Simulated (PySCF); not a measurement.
Energy profile

The step: BH₃S ([BH2][SH]) + HBr → BH₂Br ([BH2][Br]) + H₂S (still joined by a long B–S bond); bonds formed: B1–Br6, S2–H5; bonds broken: H5–Br6; bonds weakened to dative contacts: B1–S2 (atoms numbered as in the saddle structure below).

B1  (-0.590, -0.332, -0.390)
S2  (1.246, 0.069, -0.699)
H3  (-0.797, -1.498, -0.496)
H4  (-1.383, 0.503, -0.679)
H5  (0.832, -0.004, 1.008)
Br6  (-0.462, -0.147, 1.954)
H7  (1.154, 1.410, -0.698)
(Å)

Electronic energies by CCSD(T) at an estimated basis limit (MP2 extrapolated from triple and quadruple zeta, plus CCSD(T) − MP2 in triple zeta), on PBE0-D4/def2-TZVP structures; BH4SBr, closed shell; no counterpoise correction. Computed with PySCF 2.14 with density fitting (its default auxiliary sets; JK sets also for MP2 and CCSD(T)) (basis: def2-TZVPP and def2-QZVPP); correlated methods freeze the cores. Filled d shells of the heavier atoms are correlated. The def2 sets are not built for correlating such inner shells, so the correlated values are less sure here. Extrapolation: Hartree–Fock as exp(−7.88 √X), correlation as X^−2.97.

Give the profile in kcal/mol, counted from the separated reactants. (Judge from chemistry; the value comes from the calculation.)

By the calculation:
| point | kcal/mol |
| --- | --- |
| separated: BH3S (linked as [BH2][SH]; B1, S2, H3, H4, H7; singlet) + HBr (H5, Br6; singlet) | 0.00 |
| start structure | -1.96 |
| saddle | 12.23 |
| end structure | -8.10 |
| separated: BH2Br (linked as [BH2][Br]; B1, H3, H4, Br6; singlet) + H2S (S2, H5, H7; singlet) | 2.41 |

T1 diagnostic: at most 0.015.

For scale, one of the runs: CCSD(T)/def2-TZVPP, 177 basis functions, launched by `OMP_NUM_THREADS=4 python run.py`. Time: 6.3 min of wall clock on 4 CPU threads of an Arm Neoverse V1; the host was shared. Peak host memory: 1.9 GiB.
